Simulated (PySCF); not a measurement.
Species: In(H2S)F3.
Structure used (PBE0-D3(BJ)/def2-SVP), in Å, numbered top down from 1:
```xyz
7
F3H2InS angstrom
In     0.5108   -0.0235   -0.9435
S     -0.0563   -0.0862    1.7054
H     -0.7816    1.0070    1.3550
H     -1.0454   -0.9501    1.3704
F      2.4196   -0.0469   -1.3052
F     -0.4393    1.6966   -0.9213
F     -0.6079   -1.5970   -1.2609
```

Computed, not measured: PBE0-D3(BJ)/def2-SVP geometry optimisation, gas phase, def2 core potentials past Kr in PySCF.

**Question.** Which atoms are bound to In1, and at what distances?

**Answer.** 4 atoms: F5 1.943 Å, F7 1.957 Å, F6 1.965 Å, S2 2.710 Å. The nearest atom not counted as bound is H3, at 2.83 Å.

**Question.** List the angles at In1.

**Answer.** 
```json
{"angle": "F5–In1–F7", "degrees": "121.5", "distance of the outer atoms (Å)": "3.40"}
{"angle": "F5–In1–F6", "degrees": "119.2", "distance of the outer atoms (Å)": "3.37"}
{"angle": "F6–In1–F7", "degrees": "115.4", "distance of the outer atoms (Å)": "3.32"}
{"angle": "S2–In1–F5", "degrees": "112.8", "distance of the outer atoms (Å)": "3.90"}
{"angle": "S2–In1–F7", "degrees": "91.2", "distance of the outer atoms (Å)": "3.37"}
{"angle": "S2–In1–F6", "degrees": "84.7", "distance of the outer atoms (Å)": "3.20"}
```

**Question.** Describe the arrangement about In1 in numbers.

**Answer.** Angles from 84.7° to 121.5°; τ4 = (360° − α − β)/141° = 0.85 with α and β the two widest (0 for a square, 1 for a tetrahedron). The In–F distances aren't all alike: 1.943 to 1.965 Å.

**Question.** What are the other bond lengths?

**Answer.** S2–H3, S2–H4 1.357 Å.

**Question.** What are the rotational constants (commonest isotopes, rigid rotor)?

**Answer.** A = 2493, B = 1530, C = 1475 MHz: an asymmetric top.

Point group: near Cs, missed by 0.20 Å at most; the miss may be what the optimiser left on a soft mode. Charge 0, singlet. No frequency check.

Hardware: one thread of an Arm Neoverse V2, on a shared host. Cost: 97 s wall. That covers the optimisation of the geometry.
